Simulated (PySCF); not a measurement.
Input of a run (PBE0-D3(BJ)/def2-SVP geometry optimisation, gas phase (PySCF 2.14.0)), started from GFN2-xTB:
```
{"job": {"xc": "PBE0", "basis": "def2-SVP", "d3": "d3bj", "grid": 1, "kind": "geom"}, "charge": 0, "multiplicity": 1}
C      3.221350     0.744544     0.341566
C      2.092746    -0.274225     0.238151
C      0.747529     0.390712    -0.048067
Si    -0.690369    -0.852757    -0.130054
O     -0.862428    -1.456636     1.369980
O     -0.342987    -2.158115    -1.066818
C     -2.298122    -0.032886    -0.751464
C     -2.791736     1.097360     0.145947
H      3.306403     1.316743    -0.580569
H      4.172165     0.249220     0.527361
H      3.030925     1.438823     1.157364
H      2.021048    -0.832052     1.172373
H      2.320004    -0.990647    -0.553891
H      0.549242     1.122064     0.735250
H      0.822670     0.952781    -0.981525
H     -1.153261    -2.358192     1.482614
H     -0.171457    -2.045900    -1.996569
H     -2.164645     0.358958    -1.761363
H     -3.080391    -0.791607    -0.820578
H     -3.731285     1.505893    -0.222969
H     -2.947458     0.734766     1.158432
H     -2.060353     1.900540     0.183197
```

Output (energies in Eh, forces in Eh/bohr):
```
step   0  E = -638.15364316  max force = 0.031252
step   1  E = -638.15818026  max force = 0.002872
step   2  E = -638.15829346  max force = 0.000892
step   3  E = -638.15832907  max force = 0.000544
step   4  E = -638.15836769  max force = 0.001116
step   5  E = -638.15841135  max force = 0.001753
step   6  E = -638.15845748  max force = 0.001770
step   7  E = -638.15849601  max force = 0.001180
step   8  E = -638.15853583  max force = 0.000716
step   9  E = -638.15855311  max force = 0.000611
step  10  E = -638.15856506  max force = 0.000583
step  11  E = -638.15858417  max force = 0.000629
step  12  E = -638.15859627  max force = 0.000674
step  13  E = -638.15860029  max force = 0.000502
step  14  E = -638.15859461  max force = 0.000414
step  15  E = -638.15858863  max force = 0.000352
step  16  E = -638.15859389  max force = 0.000256
step  17  E = -638.15859347  max force = 0.000199
optimisation converged
```

Q: Summarise the run.

A: The energy falls by 0.135 eV over 18 energy and gradient evaluations, the largest force component goes from 0.0313 to 2.0e-04 Eh/bohr, and the atoms move by 0.152 Å rms after alignment. The bond that changes most is Si4–O5 (oxygen-bound silicon to silanol oxygen), which lengthens by 0.041 Å. Bonds longer at the end by more than 0.005 Å: 16 of 21; shorter: 2. Among the angles that change most is Si4–O5–H16, from 119.5° to 115.3°. Among the dihedrals that turn most is C3–Si4–O6–H17, from -63° to -98°. The energy rose by more than 1e-6 Eh at steps 14 and 15. The first step brought 92 % of the lowering.

Q: What are the final bond lengths?

A: C1–C2 1.521 Å, C2–C3 1.529 Å, C3–Si4 1.865 Å, Si4–O5 1.667 Å, Si4–O6 1.676 Å, Si4–C7 1.879 Å, C7–C8 1.527 Å, C1–H9 1.102 Å, C1–H10 1.101 Å, C1–H11 1.102 Å, C2–H12 1.103 Å, C2–H13 1.104 Å, C3–H14 1.105 Å, C3–H15 1.106 Å, O5–H16 0.961 Å, O6–H17 0.960 Å, C7–H18 1.106 Å, C7–H19 1.105 Å, C8–H20 1.101 Å, C8–H21 1.101 Å, C8–H22 1.102 Å. Numbering counts from 1 in the input's order; the species is `C([Si](O)(O)CC)CC`.

The run used 186 basis functions and 108 SCF cycles in all. Cost: about 6 min of CPU time on one thread; the machine was shared, so the figure is rough.

Whether it is a minimum is left open (no frequencies). The numbers are those of one conformer.
